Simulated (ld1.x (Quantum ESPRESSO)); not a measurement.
Which change was made? (Cs, TM semilocal)

Cs (Z = 55), norm-conserving Troullier–Martins (semilocal form), made with ld1.x (Quantum ESPRESSO) 7.5 (PBEsol, scalar-relativistic). Core [Kr] 4d10 5s2, reference 5p6 5d0 6s0.75 6p0.25. Waves: 6s (bound): rc 4.20 bohr; 5p (bound): rc 2.15 bohr; 5d (bound, empty): rc 4.20 bohr. Local part: the d channel. Core correction: none.

Occupied shells without a wave of their own: 6p. They enter only through the test configuration that unscreens the potential.

Cutoffs, loose and tight: the cutoffs (Ry, on a coarse ladder) from which the occupation-weighted sum of valence levels, in a spherical-Bessel basis at the reference potential, stays within 10 and 1 mRy of its value at 400 Ry. They do not see the model core or the augmentation charge, which bear on the density cutoff. Test errors are all-electron minus pseudo excitation energies from the reference, over the configurations 5p6 5d0 6s1 6p0; 5p6 5d0 6s0 6p0; 5p6 5d0 6s0.5 6p0; 5p6 5d0.5 6s0.5 6p0; 5p6 5d1 6s0 6p0; 5p5 5d0 6s1 6p0; 5p6 5d0 6s0 6p1; variants that change the core or the reference have their own tests.

The base gives: outcome: generated; cutoff, loose: 21 Ry; cutoff, tight: 45 Ry; bound ghosts: none; largest test error (meV): no test is counted, since the test run did not reproduce the reference configuration.

(1) After one change the result is: outcome: generated; cutoff, loose: 15 Ry; cutoff, tight: 21 Ry; bound ghosts: none; largest test error (meV): no test is counted, since the test run did not reproduce the reference configuration. Which change was it?
A. wave 5p (bound): rc 2.15 bohr becomes 5p (bound): rc 2.60 bohr
B. wave 5p (bound): rc 2.15 bohr becomes 5p (bound): rc 1.60 bohr
C. wave 5p (bound): rc 2.15 bohr becomes 5p (bound): rc 2.94 bohr

## Answers

(1) A. The others give: wave 5p (bound): rc 2.15 bohr becomes 5p (bound): rc 1.60 bohr → outcome: generated; cutoff, loose: 45 Ry; cutoff, tight: 90 Ry; bound ghosts: none; largest test error (meV): no test is counted, since the test run did not reproduce the reference configuration | wave 5p (bound): rc 2.15 bohr becomes 5p (bound): rc 2.94 bohr → outcome: generated; cutoff, loose: 8 Ry; cutoff, tight: 18 Ry; bound ghosts: none; largest test error (meV): no test is counted, since the test run did not reproduce the reference configuration.
